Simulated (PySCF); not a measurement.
Input of a run (PBE0-D3(BJ)/def2-SVP geometry optimisation, gas phase (PySCF 2.14.0)), started from a GFN2-xTB structure with every atom displaced at random (by about 0.01 Å):
```
{"job": {"xc": "PBE0", "basis": "def2-SVP", "d3": "d3bj", "grid": 1, "shake": 0.01, "kind": "geom"}, "charge": 0, "multiplicity": 1}
C      2.427510    -1.448000    -0.568790
C      1.427010    -0.862520    -0.153230
Si    -0.080310     0.049670     0.457970
C     -1.598430    -0.664280    -0.331880
P      0.145100     2.178750    -0.241700
H      3.253810    -1.917720    -0.942230
H     -0.080350    -0.100470     1.933640
H     -1.743450    -1.707000    -0.072840
H     -1.586590    -0.590050    -1.392370
H     -2.520750    -0.132060     0.008950
H     -0.802710     2.680840     0.662280
H      1.198840     2.484560     0.631170
```

Output (energies in Eh, forces in Eh/bohr):
```
step   0  E = -748.64666098  max force = 0.063506
step   1  E = -748.65113096  max force = 0.013482
step   2  E = -748.65175337  max force = 0.005063
step   3  E = -748.65222342  max force = 0.006356
step   4  E = -748.65239806  max force = 0.003854
step   5  E = -748.65245951  max force = 0.000769
step   6  E = -748.65247226  max force = 0.000534
step   7  E = -748.65247565  max force = 0.000357
optimisation converged
```

Task: Summarise the run.

Result: The energy falls by 15.3 kJ/mol over 8 energy and gradient evaluations, the largest force component goes from 0.0635 to 3.6e-04 Eh/bohr, and the atoms move by 0.033 Å rms after alignment. The bond that changes most is C1–H6 (terminal alkyne carbon to alkyne hydrogen), which lengthens by 0.055 Å. Bonds longer at the end by more than 0.005 Å: 8 of 11; shorter: 3. Among the angles that change most is Si3–C4–H9, from 112.9° to 110.3°. The energy never rose by more than 1e-6 Eh on the way. The first step brought 77 % of the lowering.

Task: What are the final bond lengths?

Result: C1≡C2 1.217 Å, C2–Si3 1.838 Å, Si3–C4 1.874 Å, Si3–P5 2.268 Å, C1–H6 1.076 Å, Si3–H7 1.495 Å, C4–H8 1.101 Å, C4–H9 1.100 Å, C4–H10 1.101 Å, P5–H11 1.431 Å, P5–H12 1.429 Å. Numbering counts from 1 in the input's order; the species is `C#C[Si@H](C)P`.

The run used 113 basis functions and 51 SCF cycles in all. Hardware: one thread of an Arm Neoverse V1 (shared host). Cost: 39 s, 0.46 GiB resident at most.

No frequency check. One conformer, not necessarily the lowest.

The values belong to the conformer `[CH:1]#[C:2][Si@H:3]([CH3:4])[PH2:5]`: H–P5–Si3–C2 -164°, H–P5–Si3–C2 -70°.
